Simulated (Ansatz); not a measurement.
Ideal-gas functions of C$_{2}$H$_{5}$BSe (`CB1C[Se]1`) at 298.15 K and 1 bar, from an Ansatz frequency run at PBE0-D4/def2-TZVP.

Molar mass 118.83 g/mol, point group Cs (symmetry number 1), electronic degeneracy 1, moments of inertia 47.697, 163.018, 204.315 u Å². Harmonic wavenumbers (cm⁻¹, unscaled): 66, 238, 284, 486, 538, 754, 795, 851, 910, 945, 982, 1278, 1372, 1434, 1447, 1450, 3038, 3097, 3122, 3149, 3199.

Use S(trans) = R[1.5 ln M + 2.5 ln T − 1.1517]; rotational temperatures θ = 24.2544 K / I; S(rot) = R[ln(√π/σ · √(T³/θAθBθC)) + 1.5]; for each mode x = 1.438777 ν̃/T, S = R[x/(eˣ − 1) − ln(1 − e⁻ˣ)] and H = RT x/(eˣ − 1); 1 cm⁻¹ = 0.0119627 kJ/mol; R = 8.31446 J/(mol·K).

**Question.** By hand: the entropy, in J/(mol·K).

**Answer.** Translation 168.4. Rotation: θ = 0.5085, 0.1488, 0.1187 K, giving 107.9. Vibration, mode by mode: 17.86, 7.61, 6.32, 2.90, 2.38, 1.04, 0.88, 0.71, 0.56, 0.49, 0.42, 0.13, 0.08, 0.07, 0.06, 0.06, 0.00, 0.00, 0.00, 0.00, 0.00, in all 41.6. Electronic 0.0. Sum 317.9 J/(mol·K).

**Question.** By hand: H − E and G − E in kJ/mol, counted from the electronic energy.

**Answer.** Zero-point energy ½ × 29435 × 0.0119627 = 176.1; thermal vibration 6.8; translation, rotation and pV give 4 RT = 9.9. H − E = 192.8 kJ/mol, and G − E = 192.8 − 298.15 × 317.9/1000 = 98.0 kJ/mol.

Vibration gives 13 % of the entropy, 17.9 J/(mol·K) of it from the mode under 150 cm⁻¹: soft modes count most, and the harmonic formula is weakest for them.
